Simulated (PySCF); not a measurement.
Compound: (NaH)4 cube, Na₄H₄.
Hydrogens: H2, H4, H6 on Na1; H2, H4, H8 on Na3; H4, H6, H8 on Na5; H2, H6, H8 on Na7.

The closed-shell ground state was solved at several levels (PySCF, density fitting, gas phase, non-relativistic). Geometry: PBE0-D3(BJ)/def2-SVP; no solvent, vibrations or thermal averaging.

```tsv
level	basis functions	HOMO (eV)	LUMO (eV)	gap (eV)	dipole (D)
PBE0/pcSseg-1	84	-5.49	-0.11	5.38	0.03
KT2/pcSseg-1	84	-4.46	-0.54	3.92	0.03
```

Q: Estimate the row for B3LYP/def2-SVPD, a basis of 104 functions; the other rows only guide the guess.

A: HOMO -5.27 eV, LUMO -0.41 eV, gap 4.86 eV, dipole 0.03 D.

Q: Over all these levels, which gives the widest orbital gap and which the narrowest?

A: PBE0/pcSseg-1 (global hybrid, 25 % exact exchange) has the widest, 5.38 eV, and KT2/pcSseg-1 (GGA) the narrowest, 3.92 eV. The two share the basis. From the narrowest to the widest the HOMO moves by -1.03 eV and the LUMO by +0.43 eV.

Q: How far do the dipole and the HOMO energy spread over the levels?

A: The dipole runs from 0.03 to 0.03 D (mean 0.03 D) and the HOMO from -5.49 to -4.46 eV.
